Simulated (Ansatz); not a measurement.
Ansatz (a program for electronic structure) input (HSE06/def2-TZVPD):

Ansatz 0.2 input:
```yaml
crystal:
  periodic: [false, false, false]
  atoms:
    - {symbol: C, position_ang: [1.84595647, -0.70629823, 0.38594176]}
    - {symbol: N, position_ang: [0.92933553, 0.30864981, 0.19743345]}
    - {symbol: B, position_ang: [-0.46623358, 0.18731185, -0.09346087]}
    - {symbol: O, position_ang: [-1.11952496, -1.01781022, -0.18313950]}
    - {symbol: O, position_ang: [-1.16941676, 1.34859025, -0.29063916]}
    - {symbol: H, position_ang: [1.59612235, -1.70442663, 0.06047324]}
    - {symbol: H, position_ang: [2.87419608, -0.45118916, 0.57996180]}
    - {symbol: H, position_ang: [1.28218767, 1.24540183, 0.31835952]}
    - {symbol: H, position_ang: [-0.58732612, -1.78198169, 0.05335450]}
    - {symbol: H, position_ang: [-2.10356584, 1.18663704, -0.45230032]}
basis:
  gaussian:
    orbitals: def2-TZVPD
hamiltonian:
  xc: {name: HSE06}
magnetization: {spin_polarized: true, initial_magnetization: 1}
output: {forces: true}
```

End of the output:

```
mean field -7375.77139316 eV, -271.0545992213 hartree, gradient 1.5e-5 eV, S^2 0.754524; 0 other end points of the search recorded, 0 dependent functions left out
the calculation of the forces begins
reference -7375.77145111 eV, -271.0546013509 hartree; 20, 19 occupied and 216, 217 virtual orbitals, 1141 factors
Total energy: -7375.77145111 eV, -271.0546013509 hartree
Atom 0 at     1.845956    -0.706298     0.385942 Å, force    -0.207614     0.203531    -0.035318 eV/Å
Atom 1 at     0.929336     0.308650     0.197433 Å, force     0.060048    -0.126606     0.014569 eV/Å
Atom 2 at    -0.466234     0.187312    -0.093461 Å, force    -0.040487    -0.044232    -0.000476 eV/Å
Atom 3 at    -1.119525    -1.017810    -0.183140 Å, force     0.080825     0.041232     0.025536 eV/Å
Atom 4 at    -1.169417     1.348590    -0.290639 Å, force    -0.021709    -0.101712     0.000736 eV/Å
Atom 5 at     1.596122    -1.704427     0.060473 Å, force    -0.014598    -0.063530    -0.011638 eV/Å
Atom 6 at     2.874196    -0.451189     0.579962 Å, force     0.058275     0.018540     0.012626 eV/Å
Atom 7 at     1.282188     1.245402     0.318360 Å, force    -0.005007    -0.022300    -0.002080 eV/Å
Atom 8 at    -0.587326    -1.781982     0.053354 Å, force    -0.030874     0.107119    -0.026769 eV/Å
Atom 9 at    -2.103566     1.186637    -0.452300 Å, force     0.121143    -0.012043     0.022812 eV/Å
Dipole moment:     0.106132    -0.094522     0.030836 e Å
```

It need not be the lowest isomer of its formula.
